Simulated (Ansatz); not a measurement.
```yaml
crystal:
  periodic: [false, false, false]
  atoms:
    - {symbol: C, position_ang: [-2.877893, 0.661967, 1.550711]}
    - {symbol: C, position_ang: [-1.971586, 1.159536, 0.479344]}
    - {symbol: C, position_ang: [-2.116720, 0.938895, -0.909161]}
    - {symbol: C, position_ang: [-1.080280, 1.609039, -1.590671]}
    - {symbol: C, position_ang: [-0.273483, 2.237812, -0.619238]}
    - {symbol: C, position_ang: [-0.821158, 1.954455, 0.652948]}
    - {symbol: Ti, position_ang: [-0.070852, -0.062792, -0.294756]}
    - {symbol: Cl, position_ang: [-1.390348, -1.955068, -0.214617]}
    - {symbol: C, position_ang: [1.455175, 0.006699, 1.455004]}
    - {symbol: C, position_ang: [2.054110, 0.653244, 0.348160]}
    - {symbol: C, position_ang: [2.245255, -0.305559, -0.663870]}
    - {symbol: C, position_ang: [1.800151, -1.562239, -0.180828]}
    - {symbol: C, position_ang: [1.839471, -2.850822, -0.922296]}
    - {symbol: C, position_ang: [1.323747, -1.358296, 1.127103]}
    - {symbol: H, position_ang: [-2.362449, 0.596712, 2.510543]}
    - {symbol: H, position_ang: [-3.724930, 1.343846, 1.674285]}
    - {symbol: H, position_ang: [-3.269383, -0.325266, 1.303997]}
    - {symbol: H, position_ang: [-2.869297, 0.314033, -1.363928]}
    - {symbol: H, position_ang: [-0.945005, 1.654162, -2.658676]}
    - {symbol: H, position_ang: [0.601135, 2.836020, -0.819094]}
    - {symbol: H, position_ang: [-0.436070, 2.299085, 1.601137]}
    - {symbol: H, position_ang: [0.279003, -0.200920, -1.918810]}
    - {symbol: H, position_ang: [1.187894, 0.462657, 2.395646]}
    - {symbol: H, position_ang: [2.314891, 1.697580, 0.290087]}
    - {symbol: H, position_ang: [2.685034, -0.131015, -1.633559]}
    - {symbol: H, position_ang: [1.011873, -3.495778, -0.625868]}
    - {symbol: H, position_ang: [2.776676, -3.378777, -0.720405]}
    - {symbol: H, position_ang: [1.770883, -2.684617, -1.998469]}
    - {symbol: H, position_ang: [0.864156, -2.114593, 1.745294]}
basis:
  gaussian: {orbitals: def2-TZVP}
magnetization: {spin_polarized: true, initial_magnetization: 2}
hamiltonian: {xc: {name: HF}}
correlation: {method: rpa}
accuracy: high
```

```sh
$ ansatz run in.yaml --threads 11 --pin off --events-out ev --progress --plain --max-ram 110592MiB --backend cuda --devices 0, --max-vram 75GiB
```

Output, abridged:

```
Functional definition: HF
10284 factors; integrals over basis functions are off by at most 1.7e-7 eV
mean field evaluation 1: about -48182.6127 eV, gradient 4.7e1 eV
mean field evaluation 2: about -48182.6232 eV, gradient 4.7e1 eV
mean field evaluation 4: about -48195.3856 eV, gradient 1.3e1 eV
mean field evaluation 8: about -48197.2460 eV, gradient 1.1e0 eV
mean field evaluation 16: about -48197.4203 eV, gradient 6.6e-2 eV
mean field evaluation 64: about -48197.0091 eV, gradient 6.6e-2 eV
mean field evaluation 96: about -48197.0084 eV, gradient 6.7e-2 eV
mean field -48197.42042779 eV, -1771.2225313364 hartree, gradient 2.9e-8 eV, S^2 2.033383; 10 other end points of the search recorded, 0 dependent functions left out
22 core orbitals not correlated: weight in the atoms' cores, before any rotation towards them, 1.000 or more for the frozen orbitals, at most 0.000 for the correlated occupied ones
reference -48197.42042779 eV, -1771.2225313364 hartree; 42, 40 occupied and 480, 482 virtual orbitals, 10284 factors
Total energy: -48274.75949378 eV, -1774.0646895893 hartree
```

Hardware: 11 threads of an AMD EPYC 7R13 on a shared host and a whole NVIDIA H100 80 GB. Wall time 40 s, peak host memory 11 GiB.
